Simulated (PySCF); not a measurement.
Si(H)(Me)(NH2)2 (CH8N2Si), SMILES C[SiH](N)N.

Geometry optimised at B3LYP-D3(BJ)/def2-SVP. Other conformers were not sampled.

Calculation: PySCF with B3LYP/def2-TZVP.

Symmetry labels are those of the subgroup Cs that the program uses (full group Cs).

Computed valence orbital energies around the gap with their symmetry:
```json
[
 {"orbital": "HOMO−7", "symmetry": "A\"", "energy (eV)": "-12.85"},
 {"orbital": "HOMO−6", "symmetry": "A\"", "energy (eV)": "-11.56"},
 {"orbital": "HOMO−5", "symmetry": "A'", "energy (eV)": "-10.88"},
 {"orbital": "HOMO−4", "symmetry": "A\"", "energy (eV)": "-10.44"},
 {"orbital": "HOMO−3", "symmetry": "A'", "energy (eV)": "-9.37"},
 {"orbital": "HOMO−2", "symmetry": "A'", "energy (eV)": "-8.54"},
 {"orbital": "HOMO−1", "symmetry": "A'", "energy (eV)": "-7.63"},
 {"orbital": "HOMO", "symmetry": "A\"", "energy (eV)": "-6.57"},
 {"orbital": "LUMO", "symmetry": "A'", "energy (eV)": "0.50"},
 {"orbital": "LUMO+1", "symmetry": "A\"", "energy (eV)": "1.22"},
 {"orbital": "LUMO+2", "symmetry": "A'", "energy (eV)": "1.22"},
 {"orbital": "LUMO+3", "symmetry": "A'", "energy (eV)": "2.18"}
]
```
